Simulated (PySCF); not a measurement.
**Dipole moment and polarisability of trimethylamine trifluoroborane**

Species: trimethylamine trifluoroborane, C3H9BF3N.
Cartesian coordinates in Å at the PBE0-D3(BJ)/def2-SVP level; atoms count from 1:
```xyz
17
C3H9BF3N angstrom
C     -0.1631    1.5981   -0.0184
N      0.0433    0.1404   -0.0092
C      1.3647   -0.1910    0.5494
C     -0.0968   -0.4094   -1.3678
B     -1.1310   -0.5550    0.9638
F     -2.3239   -0.1925    0.3914
F     -0.9275   -0.0095    2.2062
F     -0.8827   -1.9031    0.9067
H     -1.1676    1.8075   -0.4043
H      0.5955    2.0882   -0.6480
H     -0.0969    1.9685    1.0114
H      1.4641   -1.2820    0.5910
H      1.4245    0.2073    1.5690
H      2.1632    0.2400   -0.0741
H      0.6579    0.0295   -2.0384
H     -1.1055   -0.1848   -1.7339
H      0.0263   -1.4977   -1.3200
```

Level: B3LYP/def2-SVPD (PySCF), static field, nuclei fixed, core orbitals frozen in the response. The polarisability tensor in these axes (au):

```
x   61.12  0.33 -0.45
y    0.33 60.76 -0.27
z   -0.45 -0.27 60.94
```

Diagonalise the tensor; give its mean and Δα, where Δα² is half the sum of the squared differences of the eigenvalues.

Principal values 60.56, 60.57 and 61.68 au; mean 60.94 au = 9.03 Å³ = 10.05 × 10⁻⁴⁰ C²·m²/J; Δα = 1.12 au (2 % of the mean).

What is the dipole moment, and where does it point?

(4.15, 2.46, -3.44) D, 5.92 D in size, pointing from the negative to the positive side. Measured along this direction, the outermost atoms are F6, F8 and F7 at the negative end and H10, H14 and H15 at the positive end.

What would n − 1 = 2πNα be for an ideal gas of these molecules at 273.15 K and 1 atm, electronic part alone?

N = p/kT = 2.6868 × 10¹⁹ cm⁻³, so n − 1 = 2π × N × 9.03 × 10⁻²⁴ cm³ = 1524 × 10⁻⁶ at long wavelengths.

Find the Langevin capture rate constant for NH4+ (18.034 u) meeting this molecule (127.078 u), k = 2.342 × 10⁻⁹ cm³/s × √(α in Å³ / reduced mass in u).

The reduced mass is 15.79 u, so k = 1.77 × 10⁻⁹ cm³/s. The formula leaves out the permanent dipole, which adds to the capture rate.

Estimate the molar refractivity from the static electronic polarisability.

Lorentz–Lorenz: R = (4π/3)N_A α = 2.5225 cm³/(mol·Å³) × 9.03 Å³ = 22.8 cm³/mol, in the limit of long wavelengths.

Give the eigenvalues of the traceless quadrupole moment Θ = ½Σq(3rr − r²1), origin at the centre of nuclear charge.

-1.55, 0.77, 0.78 D·Å. The values depend on the origin, since the dipole doesn't vanish. The electronic extent ⟨r²⟩ about the same centre is 872 bohr², a root-mean-square distance of 1.92 Å for the 66 electrons.

In TDDFT the mean static polarisability is Σ f/ω² over all singlet excitations (ω in hartree). How much of it do the 10 lowest give? Their energies (eV) and oscillator strengths: 8.42, 0.0420; 9.14, 0.0000; 9.42, 0.0106; 9.43, 0.0106; 9.57, 0.0008; 9.58, 0.0008; 9.62, 0.1099; 9.81, 0.0425; 10.15, 0.0088; 10.16, 0.0103.

They add up to 1.97 au, 3.2 % of the 60.94 au; the largest single term is 0.88 au, from the state at 9.62 eV. Terms in order: 0.44, 0.00, 0.09, 0.09, 0.01, 0.01, 0.88, 0.33, 0.06, 0.07 au. Higher excitations give the rest. The strengths listed sum to 0.236.

Isolated species at its PBE0-D3(BJ)/def2-SVP geometry, gas phase.

The run behind these numbers computed excited states and ΔSCF ions as well. Hardware: an Arm Neoverse V1 with one thread (shared host). Cost: 4.9 min.
